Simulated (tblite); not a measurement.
Species: CH8O2SSi2.
Z-matrix (Å and degrees, GFN2-xTB geometry), rows numbered from 1:
```
C 
S   1  1.8341
O   2  1.4929  1  103.10
O   2  1.4495  1  107.08  3   120.69
Si  2  2.2130  1  122.50  3  -104.42
Si  5  2.3499  2   84.55  1   113.25
H   1  1.0818  2  107.36  3   -58.71
H   1  1.0821  2  107.79  3  -178.43
H   1  1.0821  2  107.38  3    60.86
H   5  1.4658  2   99.77  1  -112.77
H   5  1.4758  2   96.69  1   -10.52
H   6  1.4626  5  111.37  2   -74.73
H   6  1.4571  5  114.26  2    67.18
H   6  1.5009  5  101.31  2   177.08
```

All values are computed: GFN2-xTB (tblite) harmonic vibrations without scaling, gas phase. The method is semi-empirical: single wavenumbers can be off by several per cent or more. Modes of hydrogen on silicon can be 10 to 20 % off. One conformer, not necessarily the lowest.

Harmonic wavenumbers (cm⁻¹): 41.1, 67.4, 108.2, 121.0, 201.6, 242.8, 280.3, 283.9, 352.5, 390.5, 415.1, 501.4, 534.0, 544.9, 571.2, 641.0, 694.6, 708.2, 826.2, 832.7, 839.4, 878.1, 921.3, 1000.4, 1169.8, 1243.2, 1426.5, 1435.1, 1950.0, 2150.5, 2228.4, 2250.5, 2295.3, 3060.7, 3084.0, 3086.0.

A = 3077, B = 1379, C = 1234 MHz; mass 139.978 u (most abundant isotopes); point group C1, symmetry number 1.

What is the zero-point energy?

Half the sum of the wavenumbers: 18689 cm⁻¹ = 223.57 kJ/mol.

Entropy at 400 K, 1 bar (ideal gas, RRHO, classical rotation)?

Translation 176.59, rotation 122.95, vibration 167.77: S = 467.3 J/(mol K).

And Cp and H(400 K) − H(0)?

Cp = 189.45 J/(mol K), of which vibrations give 156.19 (their classical limit is 36 R = 299.3); H(400 K) − H(0) = 47.60 kJ/mol without the zero-point energy, 34.29 from vibrations.

Which modes carry the vibrational entropy at 400 K?

41.1 cm⁻¹: 24.22; 67.4 cm⁻¹: 20.12; 108.2 cm⁻¹: 16.21; 121.0 cm⁻¹: 15.30; 201.6 cm⁻¹: 11.17; 242.8 cm⁻¹: 9.70 J/(mol K); the other 30 give 71.06 together.

What must be added to the electronic energy to get the Gibbs energy at 400 K and 1 bar?

ZPE + [H(400 K) − H(0)] − T·S = 223.57 + 47.60 − 186.92 = 84.25 kJ/mol.

How do the functions run with temperature in this model?

```json
{"T (K)": "50", "S (J/(mol K))": "244.8", "Cp (J/(mol K))": "55.6", "H − H(0) (kJ/mol)": "2.13", "G − H(0) (kJ/mol)": "-10.11", "ln q(vib)": "0.60"}
{"T (K)": "100", "S (J/(mol K))": "290.6", "Cp (J/(mol K))": "79.0", "H − H(0) (kJ/mol)": "5.50", "G − H(0) (kJ/mol)": "-23.56", "ln q(vib)": "1.85"}
{"T (K)": "298.15", "S (J/(mol K))": "415.9", "Cp (J/(mol K))": "160.5", "H − H(0) (kJ/mol)": "29.70", "G − H(0) (kJ/mol)": "-94.29", "ln q(vib)": "7.19"}
{"T (K)": "373.15", "S (J/(mol K))": "454.4", "Cp (J/(mol K))": "182.6", "H − H(0) (kJ/mol)": "42.60", "G − H(0) (kJ/mol)": "-126.95", "ln q(vib)": "9.17"}
{"T (K)": "500", "S (J/(mol K))": "512.0", "Cp (J/(mol K))": "211.1", "H − H(0) (kJ/mol)": "67.67", "G − H(0) (kJ/mol)": "-188.33", "ln q(vib)": "12.38"}
{"T (K)": "750", "S (J/(mol K))": "605.3", "Cp (J/(mol K))": "248.5", "H − H(0) (kJ/mol)": "125.49", "G − H(0) (kJ/mol)": "-328.46", "ln q(vib)": "18.13"}
{"T (K)": "1000", "S (J/(mol K))": "680.3", "Cp (J/(mol K))": "272.3", "H − H(0) (kJ/mol)": "190.80", "G − H(0) (kJ/mol)": "-489.46", "ln q(vib)": "23.18"}
```

q(vib) and H(0) count from the zero-point level.

Blend soft modes into free rotors: weight 1/[1 + (100 cm⁻¹/ν̃)⁴] for the oscillator and the rest for a rotor with moment μB/(μ + B), μ = h/(8π²ν), B = 10⁻⁴⁴ kg m². What vibrational entropy results?

153.85 J/(mol K) in place of 167.77, which changes −T·S at 400 K by +5.57 kJ/mol.

Hindered rotation and anharmonicity are outside this model. Other conformers, if any are populated, would add a mixing term that is left out. The structure is chiral; the term R ln 2 for an equal mix with its mirror image is left out.

Time: 0.5 s wall. Hardware: one thread of an Arm Neoverse V1, shared host. The figure is for the frequency step alone.
